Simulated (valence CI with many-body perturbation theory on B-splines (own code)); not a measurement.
Sb XXXVIII in brief

Method: relativistic CI+MBPT: four valence electrons over a frozen Dirac-Fock core [Ne], a basis of 9 s, 9 p, 8 d, 6 f, 3 g, 1 h functions for each j, with the one-electron correlation potential Σ1 (screened to all orders), the two-electron term Σ2, the three-electron term Σ3, Breit, model QED; selected single and double excitations, second order for the rest, scaled by the run's own slope (own B-spline code, finite nucleus).

The last digits are not significant, and no measured levels were compared; by estimate large intervals hold to a few tenths of a per cent, small ones and those within an open d or f shell to about a per cent.

Levels are named by their leading jj configuration (3d3/2^4 stands for four electrons in 3d with j = 3/2), which in mixed levels can hold well under half, so a name can repeat and another be missing.

Rates and lifetimes use the calculated energies. Strong lines usually hold to 10 to 20 %, long lifetimes can be off by a factor of two.

Problem. What is the ground level?

Solution. (3s^2 3p1/2^2) J=0, composition 73 % 3s2.3p2 3P + 25 % 3s2.3p2 1S.

Problem. How well does LS coupling describe the low levels?

Solution. Among the lowest 20 levels the leading LS term, summed over configurations, holds 62 % on average. For single configurations the figures are 57 % in LS and 81 % in jj coupling. Terms mix most in the J = 2 level at 222.15 eV, where the leading one holds 33 %.

Problem. What are the static dipole polarisabilities of the lowest levels?

Solution. (3s^2 3p1/2^2) J=0 0.0155; (3s^2 3p1/2 3p3/2) J=1 0.0173 (tensor 0.00076); (3s^2 3p1/2 3p3/2) J=2 0.0172 (tensor 0.0012) bohr³, of which the core gives 0.000244.

Problem. Name the longest-lived excited levels whose lifetime is computed, and their main decay.

Solution. (3s^2 3p1/2 3p3/2) J=2 at 61.26 eV lives 223 μs, mostly by E2 to (3s^2 3p1/2^2) J=0; (3s^2 3p3/2 3d5/2) J=4 at 269.02 eV lives 989 ns, mostly by M1 to (3s^2 3p1/2 3d5/2) J=3; (3s^2 3p1/2 3p3/2) J=1 at 55.34 eV lives 846 ns, mostly by M1 to (3s^2 3p1/2^2) J=0.

Problem. Among levels below 325.53 eV, which E1 lines absorb most strongly from the ground level?

Solution. to (3s^2 3p1/2 3d3/2) J=1 at 5.756 nm, f = 0.619; to (3s 3p1/2^2 3p3/2) J=1 at 7.432 nm, f = 0.143; to (3s 3p1/2 3p3/2^2) J=1 at 5.409 nm, f = 0.0514.

Problem. Where does the other parity begin?

Solution. At (3s 3p1/2^2 3p3/2) J=2, 148.28 eV.

Problem. What is the ionisation energy?

Solution. 2569.6 eV; NIST lists 2567 ± 4 eV (theoretical).
